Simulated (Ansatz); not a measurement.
System: C3H8FSi (charge 0, doublet). It need not be the lowest isomer of its formula. SMILES: C[Si]([CH2])(C)F
Geometry from a B3LYP-D3(BJ)/def2-TZVP (Ansatz, a first-principles code) optimisation:
```xyz
13

Si    -0.0338    -0.0255    -0.0186
F      0.0899    -0.3254    -1.6024
C     -1.5700    -0.8510     0.5649
C      1.4852    -0.7261     0.8093
C     -0.1181     1.8257     0.2032
H     -2.2106    -1.4323    -0.0890
H     -1.9094    -0.7975     1.5942
H      1.5773    -1.7974     0.6231
H      1.4378    -0.5756     1.8906
H      2.3886    -0.2353     0.4402
H     -0.2326     2.0815     1.2594
H     -0.9648     2.2500    -0.3389
H      0.7952     2.3014    -0.1614
```
Charge 0, spin multiplicity 2.

Property: atomisation energy (electronic, to ground-state atoms), in kcal/mol. Cores are frozen in the correlated levels unless marked. Open shells are spin-unrestricted. Spin-orbit coupling is left out. No relativistic terms. The coupled-cluster limit lacks core correlation, which all-electron functionals hold. CBS marks a two-point X^-3 extrapolation of the correlation energy; Hartree-Fock from the larger set. The bracket is a focal-point correction in the basis named.

```json
[
 {"level": "HF/6-31G*", "program": "Ansatz", "atomisation energy (kcal/mol)": "908.6", "minus last row": "-284.6"},
 {"level": "PBE/def2-TZVPD", "program": "Ansatz", "atomisation energy (kcal/mol)": "1198.4", "minus last row": "5.2"},
 {"level": "revPBE-D4/def2-TZVPD", "program": "Ansatz + dftd4", "atomisation energy (kcal/mol)": "1180.2", "minus last row": "-13.0"},
 {"level": "r2SCAN-D3(BJ)/def2-TZVPD", "program": "Ansatz + dftd3", "atomisation energy (kcal/mol)": "1197.7", "minus last row": "4.5"},
 {"level": "B3LYP-D4/def2-TZVPD", "program": "Ansatz + dftd4", "atomisation energy (kcal/mol)": "1190.8", "minus last row": "-2.4"},
 {"level": "B3LYP/def2-TZVPD", "program": "Ansatz", "atomisation energy (kcal/mol)": "1181.3", "minus last row": "-11.9"},
 {"level": "PBE0-D3(BJ)/def2-TZVPD", "program": "Ansatz + dftd3", "atomisation energy (kcal/mol)": "1193.3", "minus last row": "0.1"},
 {"level": "BHLYP-D4/def2-TZVPD", "program": "Ansatz + dftd4", "atomisation energy (kcal/mol)": "1168.2", "minus last row": "-25.0"},
 {"level": "B2PLYP/def2-TZVPD", "program": "Ansatz", "atomisation energy (kcal/mol)": "1176.0", "minus last row": "-17.2"},
 {"level": "RPA@PBE/cc-pV(Q+d)Z", "program": "Ansatz", "atomisation energy (kcal/mol)": "1127.3", "minus last row": "-65.9"},
 {"level": "MP2/cc-pV(D+d)Z", "program": "Ansatz", "atomisation energy (kcal/mol)": "1111.3", "minus last row": "-81.9"},
 {"level": "SCS-MP2/6-31G", "program": "Ansatz", "atomisation energy (kcal/mol)": "1007.3", "minus last row": "-185.9"},
 {"level": "CCSD(T)/cc-pVTZ", "program": "Ansatz", "atomisation energy (kcal/mol)": "1161.1", "minus last row": "-32.1"},
 {"level": "RI-MP2/CBS(cc-pV(T+d)Z,cc-pV(Q+d)Z)+[CCSD(T)-MP2]/cc-pV(T+d)Z", "program": "Ansatz", "atomisation energy (kcal/mol)": "1193.3", "minus last row": "0.1"},
 {"level": "CCSD(T)/CBS(cc-pV(T+d)Z,cc-pV(Q+d)Z)", "program": "Ansatz", "atomisation energy (kcal/mol)": "1193.2", "minus last row": "0.0"}
]
```
